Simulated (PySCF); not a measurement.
C7H7, SMILES Cc1cc[c]cc1, multiplicity 2.

Geometry: PBE0-D3(BJ)/def2-SVP. The isomer is the one that the SMILES or the coordinates give; other isomers of the formula were not compared.

Calculation: B3LYP/def2-TZVP (PySCF).

```
Property                                                                                                        Result
---------------------------------------------------------------------------------------------  -----------------------
total energy                                                                                        -270.97910 hartree
α spin, highest occupied and lowest empty level                                                     -6.71 and -0.61 eV
β spin, highest occupied and lowest empty level                                                     -6.72 and -2.41 eV
dipole moment                                                                                                0.257 e·Å
quadrupole, principal values (traceless, Buckingham form, about the centre of nuclear charge)   -5.83, -0.53, 6.36 D·Å
mean static polarisability                                                                       77.8 bohr³ (11.52 Å³)
polarisability, principal values                                                                48.4, 88.4, 96.5 bohr³
⟨S²⟩                                                                                           0.757 (pure state 0.75)
```
